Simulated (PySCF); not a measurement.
## Dipole response of Zn³⁺ (zinc, charge +3)

[Ar] 3d9, 2D determinant. All numbers are calculated (PySCF 2.14, scalar relativity through the core potential, in aug-cc-pVQZ-PP with ECP10MDF). Coupled (time-dependent) response in atomic units; α is the mean over directions.

| method | mean α (bohr³) | α xx, yy, zz | C₆ (like pair) | S(−4) |
| --- | --- | --- | --- | --- |
| UHF | 1.300 | 1.268, 1.268, 1.364 | 2.855 | 0.4854 |
| PBE | 1.525 | 1.481, 1.481, 1.612 | 3.394 | 0.8062 |

S(−4) is the Cauchy moment in α(ω) = α(0) + S(−4) ω² + …

α(iu) at UHF:

```csv
u (hartree),α(iu) (bohr³)
0,1.300
0.0500,1.299
0.100,1.295
0.200,1.281
0.300,1.259
0.500,1.196
0.750,1.101
1.00,1.003
1.50,0.8293
2.00,0.6923
3.00,0.4995
5.00,0.2906
```

A single London oscillator, α(iu) = α/(1 + u²/ω²), gives C₆ = (3/4) ω α². Matching the computed C₆ needs ω = 4 × 2.855 / (3 × 1.300²) = 2.25 hartree.

For an ion, C₆ is the dispersion term alone; charge-induced terms of lower order in 1/R come first.

The components differ because the open shell of this determinant is not spherical; for a pure term their mean is the scalar polarisability.

Energies and moments cover only the electrons outside the core potential.
